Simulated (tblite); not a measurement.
C5H9B2F2 (doublet state).
Atom-mapped SMILES: `[CH3:1][B:2]([CH2:3][B:4]([F:5])[F:6])[C@H:7]1[CH:8][CH2:9]1` (hydrogens: H10, H11, H12 on C1; H13, H14 on C3; H15 on C7; H16 on C8; H17, H18 on C9)

Computed with GFN2-xTB (tblite), gas phase: L-BFGS steps from a force-field or distance-geometry start until the largest atomic force falls under 0.01 eV/Å.

The end geometry, which sets the zero of energy:
```
atom  x, y, z in Å
C1     -0.9836   -1.9058    0.3349
B2     -0.2160   -0.6147   -0.1393
C3     -1.0132    0.5108   -0.9437
B4     -1.7868    1.4291    0.0573
F5     -1.3159    2.5791    0.5128
F6     -2.9622    1.1115    0.5730
C7      1.2972   -0.4391    0.1477
C8      2.1924    0.3670   -0.7106
C9      1.8252    0.9592    0.5558
H10    -1.0855   -2.5987   -0.5007
H11    -1.9961   -1.6828    0.6648
H12    -0.4779   -2.4490    1.1298
H13    -0.3311    1.1042   -1.5497
H14    -1.7354    0.0214   -1.5963
H15     1.7866   -1.2830    0.6376
H16     3.1457    0.1113   -1.1229
H17     1.0936    1.7537    0.5800
H18     2.5545    1.0322    1.3576
```

**Question.** These geometries come from the run, each turned onto the end geometry. Order them by energy, lowest first.
A.
```
atom  x, y, z in Å
C1     -0.9375   -1.9120    0.2502
B2     -0.2191   -0.5297   -0.0017
C3     -1.0081    0.5875   -0.8221
B4     -1.9977    1.4416    0.0372
F5     -1.8307    2.7283    0.2928
F6     -3.0901    0.9364    0.5856
C7      1.2808   -0.3720    0.3760
C8      2.1826    0.1624   -0.6737
C9      2.0086    0.9789    0.5083
H10    -1.2268   -2.3575   -0.7010
H11    -1.8664   -1.7927    0.8048
H12    -0.3367   -2.6508    0.7751
H13    -0.3280    1.2370   -1.3641
H14    -1.6015    0.0610   -1.5678
H15     1.7094   -1.1831    0.9669
H16     3.0286   -0.2793   -1.1549
H17     1.3922    1.8668    0.4629
H18     2.8319    1.0836    1.2139
```
B.
```
atom  x, y, z in Å
C1     -0.9854   -1.9011    0.3147
B2     -0.2131   -0.6058   -0.1404
C3     -1.0058    0.5166   -0.9554
B4     -1.7989    1.3859    0.0737
F5     -1.3200    2.4895    0.6224
F6     -2.9888    1.0519    0.5424
C7      1.2873   -0.4136    0.1908
C8      2.2143    0.3163   -0.7026
C9      1.8337    0.9985    0.5132
H10    -1.2231   -2.5313   -0.5418
H11    -1.9420   -1.6466    0.7668
H12    -0.4339   -2.5194    1.0183
H13    -0.3207    1.1336   -1.5333
H14    -1.7062    0.0352   -1.6360
H15     1.7540   -1.2301    0.7447
H16     3.1667    0.0065   -1.0783
H17     1.1234    1.8115    0.4664
H18     2.5500    1.1088    1.3225
```
C.
```
atom  x, y, z in Å
C1     -0.9891   -1.8755    0.2996
B2     -0.1939   -0.5876   -0.1313
C3     -0.9854    0.5550   -0.9186
B4     -1.8610    1.3628    0.0970
F5     -1.5326    2.5518    0.5774
F6     -2.9901    0.8927    0.6032
C7      1.3076   -0.4226    0.2103
C8      2.2682    0.2372   -0.7031
C9      1.8726    0.9952    0.4625
H10    -1.2742   -2.4601   -0.5738
H11    -1.9232   -1.6007    0.7864
H12    -0.4433   -2.5429    0.9613
H13    -0.3090    1.2141   -1.4585
H14    -1.6520    0.0726   -1.6335
H15     1.7491   -1.2242    0.8047
H16     3.2208   -0.1166   -1.0386
H17     1.1615    1.8024    0.3608
H18     2.5655    1.1528    1.2821
```
D.
```
atom  x, y, z in Å
C1     -0.9710   -1.9136    0.2863
B2     -0.2167   -0.5782   -0.0843
C3     -0.9819    0.5846   -0.8672
B4     -1.9264    1.4035    0.0767
F5     -1.6933    2.6505    0.4544
F6     -3.0255    0.9065    0.6211
C7      1.2890   -0.4113    0.2529
C8      2.2447    0.1903   -0.7076
C9      1.9115    0.9894    0.4482
H10    -1.2603   -2.4533   -0.6164
H11    -1.8963   -1.6981    0.8189
H12    -0.3790   -2.5944    0.8955
H13    -0.2747    1.2497   -1.3572
H14    -1.5895    0.1227   -1.6440
H15     1.7109   -1.1983    0.8820
H16     3.1738   -0.1882   -1.0774
H17     1.2406    1.8320    0.3602
H18     2.6355    1.1126    1.2457
```
E.
```
atom  x, y, z in Å
C1     -0.9934   -1.8891    0.3094
B2     -0.2072   -0.5977   -0.1343
C3     -1.0032    0.5265   -0.9437
B4     -1.8335    1.3685    0.0801
F5     -1.4098    2.5109    0.5989
F6     -2.9947    0.9703    0.5741
C7      1.2952   -0.4095    0.1980
C8      2.2425    0.2856   -0.7025
C9      1.8627    1.0026    0.4936
H10    -1.2527   -2.4904   -0.5616
H11    -1.9423   -1.6292    0.7766
H12    -0.4465   -2.5381    0.9885
H13    -0.3216    1.1651   -1.5021
H14    -1.6889    0.0435   -1.6394
H15     1.7472   -1.2158    0.7781
H16     3.1950   -0.0478   -1.0579
H17     1.1665    1.8266    0.4279
H18     2.5762    1.1244    1.3044
```

**Answer.** B (0.004 eV), E (0.008 eV), C (0.015 eV), D (0.034 eV), A (0.081 eV).

In the order of the answer:

```
step  E above end (eV)  largest force (eV/Å)  rms force component (eV/Å)  rms distance from end (Å)  rms bond change (Å)  bond most changed (Å)
  69             0.004                  0.06                       0.015                      0.092                0.001           B2–C7 -0.002
  61             0.008                  0.07                       0.021                      0.123                0.001           C7–C8 +0.001
  45             0.015                  0.06                       0.020                      0.165                0.001           C7–C9 -0.002
  29             0.034                  0.13                       0.042                      0.218                0.002           C7–C9 -0.004
  14             0.081                  0.18                       0.050                      0.294                0.003           C7–C9 -0.009
```

What follows is the cost of the whole relaxation. Time: 0.78 s of wall time. Hardware: an Arm Neoverse V1 with one thread, on a shared host.
